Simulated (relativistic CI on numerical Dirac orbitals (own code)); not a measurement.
## Electric-dipole transitions in Os LXXV

Method of calculation: Dirac-Coulomb-Breit CI, separate exchange-only KLI orbitals for each configuration, QED by a radiative potential, unscaled Slater integrals (own radial code, finite nucleus).

Configuration list: 1s², 1s2s, 1s2p, 1s3s, 1s3p, 1s3d, 1s4s, 1s4p, 1s4d, 1s4f, 1s5s, 1s5p, 1s5d, 1s5f, 1s5g, 1s6s, 1s6p, 1s6d, 2s². Levels of other configurations are missing.

| λ vac (Å) | Lower | Upper | A (s⁻¹) | gf | Branching (%) |
| --- | --- | --- | --- | --- | --- |
| 0.9844 | 1s2p ³P°1 [3] | 1s3d ³D2 [13] | 1.93e+15 | 1.40e+00 | 81.8 |
| 1.1307 | 1s2p ³P°2 [6] | 1s3d ³D3 [16] | 2.03e+15 | 2.72e+00 | 99.3 |
| 1.1357 | 1s2p ¹P°1 [7] | 1s3d ¹D2 [17] | 1.82e+15 | 1.76e+00 | 85.3 |
| 2.8401 | 1s3p ³P°1 [9] | 1s4d ³D2 [23] | 1.77e+14 | 1.07e+00 | 17.0 |
| 3.1796 | 1s3p ³P°2 [12] | 1s4d ³D3 [26] | 2.20e+14 | 2.34e+00 | 25.0 |
| 3.1873 | 1s3d ³D2 [13] | 1s4f ³F°3 [27] | 4.22e+14 | 4.50e+00 | 91.2 |
| 3.1903 | 1s3d ³D1 [14] | 1s4f ³F°2 [28] | 3.80e+14 | 2.90e+00 | 82.1 |
| 3.1912 | 1s3p ¹P°1 [15] | 1s4d ¹D2 [29] | 1.99e+14 | 1.52e+00 | 21.3 |
| 3.2881 | 1s3d ³D3 [16] | 1s4f ³F°4 [30] | 4.35e+14 | 6.34e+00 | 97.4 |
| 3.2903 | 1s3d ¹D2 [17] | 1s4f ¹F°3 [31] | 4.14e+14 | 4.70e+00 | 92.8 |
| 6.8540 | 1s4p ³P°2 [22] | 1s5d ³D3 [40] | 4.56e+13 | 2.25e+00 | 9.9 |
| 6.8692 | 1s4d ³D2 [23] | 1s5f ³F°3 [41] | 7.73e+13 | 3.83e+00 | 31.9 |
| 6.8748 | 1s4d ³D1 [24] | 1s5f ³F°2 [42] | 6.96e+13 | 2.46e+00 | 28.7 |
| 7.0561 | 1s4d ³D3 [26] | 1s5f ³F°4 [44] | 8.18e+13 | 5.50e+00 | 35.1 |
| 7.0570 | 1s4f ³F°3 [27] | 1s5g ³G4 [45] | 1.32e+14 | 8.87e+00 | 95.0 |
| 7.0595 | 1s4f ³F°2 [28] | 1s5g ³G3 [46] | 1.26e+14 | 6.57e+00 | 90.4 |
| 7.0606 | 1s4d ¹D2 [29] | 1s5f ¹F°3 [47] | 7.79e+13 | 4.08e+00 | 33.5 |
| 7.1440 | 1s4f ³F°4 [30] | 1s5g ³G5 [48] | 1.34e+14 | 1.13e+01 | 98.4 |
| 7.1458 | 1s4f ¹F°3 [31] | 1s5g ¹G4 [49] | 1.31e+14 | 9.00e+00 | 95.7 |
| 12.626 | 1s5p ³P°2 [36] | 1s6d ³D3 [58] | 1.35e+13 | 2.26e+00 | 5.0 |

Terms are leading LS components. Brackets give the number of a level in order of energy, since labels repeat. The list gives strong lines, with weight on those to low levels, without lines whose two gauges differ by over a factor of 2.5, among the lowest 59 of 60 levels, so that lines to higher ones, which can be the strongest, are missing. Levels whose partners in the same complex of configurations lie outside the list can be far off, and so can their lines. Rates are taken at the computed energies, electric ones in the length gauge.

At this charge energies of transitions that change n are usually good to better than 1 %, and those within a shell (Δn = 0) to a few per cent.

LS names give the leading component of a level, which can be under half, so a name can repeat, a term be missing and a line seem to break the LS rules.
